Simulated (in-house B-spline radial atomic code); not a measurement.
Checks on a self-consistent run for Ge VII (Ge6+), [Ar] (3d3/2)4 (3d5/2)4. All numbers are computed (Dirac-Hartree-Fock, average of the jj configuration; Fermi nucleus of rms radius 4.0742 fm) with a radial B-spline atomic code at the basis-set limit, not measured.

```csv
orbital,q,ε (Eh),<1/r>,<r²>,small-component weight
1s1/2,2,-415.17804,32.3864,0.0029707,0.013399
2s1/2,2,-57.59045,7.18103,0.0515498,0.0026182
2p1/2,2,-51.50002,7.10605,0.0403278,0.0025817
2p3/2,4,-50.26739,6.92026,0.0416866,0.0025347
3s1/2,2,-11.26851,2.3315,0.428134,0.00061442
3p1/2,2,-9.23508,2.21798,0.449374,0.00057019
3p3/2,4,-8.93670,2.16933,0.463421,0.00055456
3d3/2,4,-5.51203,1.93037,0.515282,0.00045531
3d5/2,4,-5.46610,1.91762,0.52176,0.00045108
```

Electron-electron repulsion V_ee = 716.0710 hartree.

(1) What total energy follows from the eigenvalues?

(2) Does the Dirac virial theorem hold?

(3) What diamagnetic shielding (Lamb formula) and susceptibility (Langevin formula) do the radii give?

Results:

(1) The eigenvalues count the repulsion twice, so E = Σqε - V_ee = -1370.273 - 716.071 = -2086.344 hartree; the run printed -2086.344.

(2) For a point nucleus E = -2c²Σq·w, with w the small-component weight. Here Σq·w = 0.05555 and c = 137.0360, so the ratio E/(-2c²Σq·w) is 1.000012; the finite nucleus accounts for the departure from 1.

(3) σ = (α²/3)Σq<1/r> = 154.196/(3·137.036²) = 2737.1 ppm, and χ = -0.79199×10⁻⁶·Σq<r²> = -6.426×10⁻⁶ cm³/mol with Σq<r²> = 8.1133 bohr². Both are non-relativistic formulas without the paramagnetism of open shells.
